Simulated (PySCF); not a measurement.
Species: thieno[3,2-b]thiophene, C6H4S2.
Geometry (GFN2-xTB, Å), atoms numbered from 1 in this order:
```xyz
12
C6H4S2 angstrom
C     -2.2306    0.0714    0.3924
C     -1.5057   -0.9980   -0.0219
C     -0.1428   -0.6616   -0.1596
S      1.2888   -1.5064   -0.6308
C      2.2310   -0.0712   -0.3966
C      1.5055    0.9978    0.0175
C      0.1425    0.6612    0.1540
S     -1.2883    1.5068    0.6257
H     -3.2845    0.1175    0.5828
H     -1.9154   -1.9713   -0.2184
H      3.2851   -0.1176   -0.5858
H      1.9157    1.9707    0.2146
```

PySCF, density fitting, gas phase, GFN2-xTB geometry. The standard run uses grid level 2 after a coarse-grid start, the def2-universal JK fitting basis (with tight functions added where the orbital basis needs them), an energy threshold of 1e-9 Eh and DIIS. The changed runs have no coarse-grid stage.

Standard PBE0/pcSseg-1: E = -1026.798241 Eh, HOMO -6.391 eV, LUMO -0.883 eV, dipole 0.002 D, 13 cycles (coarse-grid cycles included). What changes at PBE0/pcSseg-1 with: start guess atom?

E = -1026.798241 Eh (0.000 mEh), HOMO -6.391 eV (0.000), LUMO -0.883 eV (0.000), dipole 0.002 D (0.000), 10 SCF cycles. The result matches the standard run within 0.02 mEh and 0.003 eV; such settings steer the iterations and don't enter the energy expression.

The cycles:
```
cycle   1  E = -1026.3319680224  dE =  3.273e+00  |g| = 1.326e+00  |ddm| = 4.327e+00
cycle   2  E = -1025.7143811668  dE =  6.176e-01  |g| = 1.983e+00  |ddm| = 3.511e+00
cycle   3  E = -1026.7812701887  dE = -1.067e+00  |g| = 2.560e-01  |ddm| = 2.674e+00
cycle   4  E = -1026.7881002728  dE = -6.830e-03  |g| = 1.958e-01  |ddm| = 4.623e-01
cycle   5  E = -1026.7980656798  dE = -9.965e-03  |g| = 2.748e-02  |ddm| = 2.049e-01
cycle   6  E = -1026.7982297503  dE = -1.641e-04  |g| = 6.673e-03  |ddm| = 3.698e-02
cycle   7  E = -1026.7982397196  dE = -9.969e-06  |g| = 1.685e-03  |ddm| = 6.510e-03
cycle   8  E = -1026.7982404391  dE = -7.195e-07  |g| = 5.886e-04  |ddm| = 2.723e-03
cycle   9  E = -1026.7982405316  dE = -9.254e-08  |g| = 4.575e-05  |ddm| = 8.452e-04
cycle  10  E = -1026.7982405325  dE = -8.617e-10  |g| = 3.017e-05  |ddm| = 1.266e-04
```
